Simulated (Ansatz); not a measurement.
Consider the redistribution: `C[Si](N)(F)Cl` + `O[BH][GeH3]` → `C[Si](N)(F)BO` + `[Cl][GeH3]`.

Isolated molecules relaxed with PBE0-D4/def2-TZVP in Ansatz; ΔE leaves out vibrations. CCSD(T)/CBS adds triple-zeta CCSD(T) − MP2 to the extrapolated MP2 energy (def2 sets, frozen cores). Functionals use def2-TZVPP. B3LYP here is the variant with VWN-RPA as its local correlation; programs differ in this. For Ge outer-core shells are correlated without core-valence functions, which leaves a few kJ/mol of doubt a bond. Scalar relativity is left out up to krypton. One conformer a species, not always the lowest.

| level | ΔE (kJ/mol) | difference from CCSD(T)/CBS |
| --- | --- | --- |
| PBE-D4 | 58.6 | -5.9 |
| r2SCAN-D4 | 65.4 | 0.9 |
| PBE0-D4 | 60.1 | -4.4 |
| B3LYP-D4 | 57.5 | -7.0 |
| ωB97X-V | 57.4 | -7.1 |
| ωB97M-V | 63.4 | -1.1 |
| B2PLYP | 59.1 | -5.4 |
| PBE | 57.9 | -6.6 |
| r2SCAN | 65.6 | 1.1 |
| PBE0 | 59.7 | -4.8 |
| B3LYP | 56.2 | -8.3 |
| HF/def2-TZVPP | 51.2 | -13.3 |
| MP2/def2-TZVPP | 65.1 | 0.6 |
| SCS-MP2/def2-TZVPP | 59.4 | -5.1 |
| CCSD/def2-TZVPP | 60.3 | -4.2 |
| CCSD(T)/def2-TZVPP | 61.1 | -3.4 |
| HF/def2-QZVPP | 50.4 | -14.1 |
| MP2/def2-QZVPP | 66.8 | 2.3 |
| SCS-MP2/def2-QZVPP | 60.6 | -3.9 |
| HF/CBS(def2) | 50.3 | -14.2 |
| MP2/CBS(def2) | 68.5 | 4.0 |
| CCSD/CBS(def2) | 63.8 | -0.7 |
| CCSD(T)/CBS | 64.5 | 0 |

Largest T1 diagnostic among the species: 0.013.

In def2-TZVPP, CCSD(T) changes the Hartree–Fock value by +9.9 kJ/mol (the triples alone add +0.8 kJ/mol) and MP2 by +13.9 kJ/mol.
